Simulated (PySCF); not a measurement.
Relaxed structures of LiGeH₃, closed shell (PBE0-D4/def2-TZVP; forces vanish, vibrations not checked; lower isomers may exist, and structures with a doubtful reference or unclear bonds are left out; Å). PySCF 2.14 with density fitting (its default auxiliary sets; JK sets also for MP2 and CCSD(T)); basis: def2-TZVPP; cores frozen in the correlated methods. Filled d shells of the heavier atoms are correlated. The outer core shell of Li, Na, Mg and K is correlated. The def2 sets are not built for correlating such inner shells, so the correlated values are less sure here.

**Question.** Rank them by CCSD(T) energy, lowest first, and give each one's height above the lowest. Links in brackets join atoms within 1.22 times the sum of their covalent radii (1.1 for two metals). (An estimate is asked for; the value comes from the calculation.)
A.
LiGeH₃ ([H]1[Li][GeH2]1)
```
5
angstrom
Li -1.8375 -1.0324 1.6003
Ge -0.0816 -0.1076 0.3797
H -0.1164 -0.4430 2.0150
H 0.4177 1.3599 0.5657
H 1.2742 -0.8413 0.1330
```
B.
LiGeH₃ ([Li][GeH3])
```
5
angstrom
Li -0.9773 -0.9975 1.9228
Ge 0.0278 0.0390 -0.0687
H -0.9370 0.3624 -1.2516
H 0.7326 1.4150 0.1412
H 1.1447 -0.7738 -0.7931
```
C.
LiGeH₃ ([H]1[Li]23[H][Ge]12[H]3)
```
5
angstrom
Li 0.5118 0.4985 -1.1196
Ge -0.4226 -0.3890 0.9065
H -1.2186 0.0258 -0.4855
H 0.4269 1.0181 0.7054
H 0.7108 -1.0811 -0.0825
```

**Answer.** The calculation gives: C (0.00 kcal/mol), B (4.99 kcal/mol), A (9.47 kcal/mol). Heights count from the lowest.

No T1 diagnostic of these runs exceeds 0.013.

For scale, one of the runs: CCSD(T)/def2-TZVPP, 109 basis functions, launched by `OMP_NUM_THREADS=2 python run.py`. The run took about 78 s on 2 CPU threads of an Intel Xeon (shared host).
